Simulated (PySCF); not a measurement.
Identify the compound

Molecular formula: C6H12N2OSi. Simulated spectra:

1H NMR (300 MHz, computed): δ 2.66 (s, 3H), 0.38 (s, 9H).

13C{1H} NMR (computed): δ 176.0 (C), 170.8 (C), 13.5 (CH3), -0.9 (CH3).

Theory: σ from GIAO-PBE0/pcSseg-1, coordinates at the GFN2-xTB level, in PySCF 2.14 (no relativistic terms, one conformer, averaged over atoms made equivalent by symmetry, fast rotation or ring inversion, no solvent model).

Scale: TMS for 1H (σref 31.72), 13C (σref 186.93) (reference shieldings calculated alike).

Task: Deduce the structure.

Result: 
1. The formula gives 3 degrees of unsaturation (1 ring in the answer).
2. 4 carbon signals for 6 carbons: some carbons are equivalent by symmetry or fast rotation.
3. Carbon types of the structure: 2 × C, 4 × CH3, which accounts for all hydrogens.
4. δC 176.0, 170.8: substituted aromatic carbon next to the ring oxygen.
5. δC 13.5: methyl carbon on an aromatic ring; saturated and bonded to C and H only.
6. δC -0.9: methyl carbon bonded to Si; an electropositive neighbour leaves it electron-rich and shielded.
7. δH 2.66: hydrogen on a methyl carbon on an aromatic ring; benzylic-type position, deshielded by the ring.
8. δH 0.38: hydrogen on a methyl carbon bonded to Si; an electropositive neighbour shields it, as in TMS itself.

The compound is `Cc1nnc([Si](C)(C)C)o1`.

This is the structure that produced the data.

Shifts are as computed. Against solution values, carbons near 30 ppm lie about +3 ppm off and those near 130 ppm about +5 ppm. Of 1211 compounds with measured shifts, 218 miss one by over three times the rms of a fit or turn the order of signals round; such compounds aren't used in these exercises. No couplings were computed; multiplicities are counted from neighbouring protons, with m where these are inequivalent, close in shift, in a saturated or five-membered ring or joined by F or P, and br s for small geminal =CH2 splittings.
